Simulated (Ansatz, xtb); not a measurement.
C3H11BBrN: 4 structures ranked

4 gas-phase structures of C3H11BBrN, from a drawn sample of its isomers (lower ones may exist). Each was relaxed with GFN2-xTB; where two conformers were screened, the lower at r2SCAN-D4/def2-SVP is listed:

A. `C[B@H-](Br)[NH+](C)C`, a singlet
B. `CC[NH2+][B@H-](C)Br`, a singlet
C. `C[N+](C)(C)[BH2-]Br`, a singlet
D. `CCC[B@H-]([NH3+])Br`, a singlet

Question: Estimate their order in r2SCAN-D4/def2-SVP energy at these geometries, lowest first.

Answer: Calculated order at r2SCAN-D4/def2-SVP: D (0.0), B (4.0), A (30.3), C (84.0) kJ/mol. Less than 1 kcal/mol parts D and B, so the order within that pair means little.

Energies above the lowest of each column, in kJ/mol; the last columns are at B3LYP-D3(BJ)/def2-SVP geometries and were run for some of them only (a dash: not run or not comparable):

```csv
structure,GFN2-xTB,HF/STO-3G,r2SCAN-D4/def2-SVP,B3LYP-D3(BJ)/def2-SVP,CCSD(T)/def2-SVP + ΔMP2/def2-TZVPP
D,58.4,12.3,0.0,0.0,0.0
B,40.6,0.0,4.0,2.3,5.7
A,43.1,21.6,30.3,26.3,27.8
C,0.0,51.9,84.0,–,–
```

CCSD(T)/def2-SVP + ΔMP2/def2-TZVPP puts D lowest of those it was run on; GFN2-xTB picks C, HF/STO-3G picks B. Flexible structures stand in one conformer each, not always the lowest. Frequencies (GFN2-xTB) were run for A, B, D alone. ΔMP2 is the change of the MP2 energy from the smaller to the larger basis.

Over these structures GFN2-xTB departs from r2SCAN-D4/def2-SVP by 45.0 kJ/mol on average once a common shift is removed. A GFN2-xTB relaxation took about 0.053 s and the r2SCAN-D4/def2-SVP energy about 0.72 s on a shared host (Ansatz 0.2.0, xtb 6.7.1).
